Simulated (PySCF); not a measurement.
**Static response to an electric field**

C5H7FOSi.
Numbering: `[CH:1]#[C:2][C:3](=[O:4])[C@H:5]([SiH3:6])[CH2:7][F:8]` (hydrogens: H9 on C1; H10 on C5; H11, H12, H13 on Si6; H14, H15 on C7)

Cartesian coordinates in Å at the GFN2-xTB level; atoms count from 1:
```
atom  x, y, z in Å
C1     3.1793   -0.4060    0.2440
C2     2.0045   -0.6536    0.2313
C3     0.6077   -1.0098    0.2007
O4     0.1874   -2.0325    0.6958
C5    -0.2452    0.0219   -0.4556
Si6   -0.6627    1.3610    0.8802
C7    -1.5338   -0.5887   -0.9745
F8    -2.4739    0.3899   -1.2080
H9     4.2039   -0.1728    0.2536
H10    0.3104    0.5092   -1.2595
H11   -1.5346    0.7379    1.8706
H12   -1.3074    2.4669    0.1827
H13    0.6100    1.7737    1.4726
H14   -1.3902   -1.1181   -1.9230
H15   -1.9599   -1.2710   -0.2328
```

Level: B3LYP/def2-SVPD (PySCF), static field, nuclei fixed, core orbitals frozen in the response. The polarisability tensor in these axes (au):

```
x   108.08  -1.00   2.87
y    -1.00  85.74   1.46
z     2.87   1.46  72.20
```

Task: What are the eigenvalues, a third of the trace, and Δα (Δα² = ½Σ(αi − αj)² over the three pairs)?

Result: Principal values 71.81, 85.88 and 108.34 au; mean 88.68 au = 13.14 Å³ = 14.62 × 10⁻⁴⁰ C²·m²/J; Δα = 31.92 au (36 % of the mean).

Task: What is the dipole moment, and where does it point?

Result: (2.19, 1.74, -0.80) D, 2.91 D in size, pointing from the negative to the positive side. Measured along this direction, the outermost atoms are H15 at the negative end and H9 at the positive end.

Task: What are the principal values of the traceless quadrupole moment, Θ = ½Σq(3rr − r²1), about the centre of nuclear charge?

Result: -13.59, 3.81, 9.78 D·Å. The values depend on the origin, since the dipole doesn't vanish. The electronic extent ⟨r²⟩ about the same centre is 1271 bohr², a root-mean-square distance of 2.29 Å for the 68 electrons.

Task: What would n − 1 = 2πNα be for an ideal gas of these molecules at 400 K and 1 atm, electronic part alone?

Result: N = p/kT = 1.8347 × 10¹⁹ cm⁻³, so n − 1 = 2π × N × 13.14 × 10⁻²⁴ cm³ = 1515 × 10⁻⁶ at long wavelengths, for an ideal gas.

Task: In TDDFT the mean static polarisability is Σ f/ω² over all singlet excitations (ω in hartree). How much of it do the 8 lowest give? Their energies (eV) and oscillator strengths: 3.93, 0.0025; 4.92, 0.0010; 5.71, 0.1281; 6.02, 0.0574; 6.46, 0.0055; 6.79, 0.0144; 6.85, 0.0152; 6.96, 0.0051.

Result: They add up to 4.88 au, 5.5 % of the 88.68 au; the largest single term is 2.91 au, from the state at 5.71 eV. Terms in order: 0.12, 0.03, 2.91, 1.17, 0.10, 0.23, 0.24, 0.08 au. Higher excitations give the rest. The strengths listed sum to 0.229.

Task: Orientational against electronic polarisability at 350 K (dilute gas, rigid molecules)?

Result: In Gaussian units μ²/3kT = 58.53 Å³ against 13.14 Å³, a ratio of 4.45; the Debye molar polarisation (4π/3)N_A(α + μ²/3kT) is 180.8 cm³/mol, leaving out the vibrational part.

Task: Give the principal axes and the span of the nuclei along them.

Result: Largest value along (1.00, -0.04, 0.08), where the nuclei span 6.79 Å; middle along (0.03, 0.99, 0.11), 4.37 Å; least along (-0.08, -0.11, 0.99), 3.57 Å. The response follows the extents in order.

Geometry: GFN2-xTB, one conformer, isolated molecule.
